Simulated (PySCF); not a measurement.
**Dipole response of N (nitrogen, neutral)**

[He] 2s2 2p3, high-spin 4S determinant. Computed with PySCF 2.14 in aug-cc-pwCVTZ, with the non-relativistic Hamiltonian (point nucleus). Coupled (time-dependent) response in atomic units; α is the mean over directions.

```
method  mean α (bohr³)  C₆ (like pair)  S(−4)
   UHF           7.128           23.28  27.58
   PBE           8.019           27.70  34.26
  PBE0           7.606           25.83  29.72
 wB97X           7.639           26.04  29.61
  TPSS           7.901           27.42  32.16
```

S(−4) is the Cauchy moment in α(ω) = α(0) + S(−4) ω² + …

Reference α: 7.4 ± 0.2 bohr³ (recommended; Schwerdtfeger and Nagle, table of static dipole polarizabilities (2023 update)). Published C₆: 24.20 (Chu and Dalgarno (2004); Tang, Norbeck and Certain (1976)).

α(iu) at UHF:

```
u (hartree)  α(iu) (bohr³)
          0          7.128
     0.0500          7.060
      0.100          6.868
      0.200          6.231
      0.300          5.471
      0.500          4.106
      0.750          2.906
       1.00          2.130
       1.50          1.265
       2.00         0.8313
       3.00         0.4348
       5.00         0.1799
```
